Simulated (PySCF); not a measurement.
Computed IR spectrum (relative IR intensity) of a molecule CH5ClGeO2. Geometry optimised at B3LYP-D3(BJ)/def2-SVP. The values are those of a single conformer. These are B3LYP-D3(BJ)/def2-SVP (PySCF 2.14.0) values and carry that method's errors. Frequencies are harmonic and unscaled.

Lines under 2 % of the strongest are left out, and lines within 2 cm⁻¹ are merged.

ν (cm⁻¹): 96 (m), 164 (w), 190 (vw), 197 (m), 210 (m), 235 (m), 296 (m), 401 (m), 617 (w), 711 (s), 730 (s), 803 (w), 813 (w), 890 (vs), 910 (s), 1263 (w), 1427 (vw), 1430 (vw), 3837 (vs) (against the strongest line: vs over 80 %, s over 45 %, m over 15 %, w over 4 %, vw less)

**Question.** Which structure fits?
A) O[CH2][Ge@@H]([OH])[Cl]
B) C[O][Ge@H]([OH])[Cl]
C) [CH3][Ge]([OH])([OH])[Cl]

**Answer.** C, [CH3][Ge]([OH])([OH])[Cl]
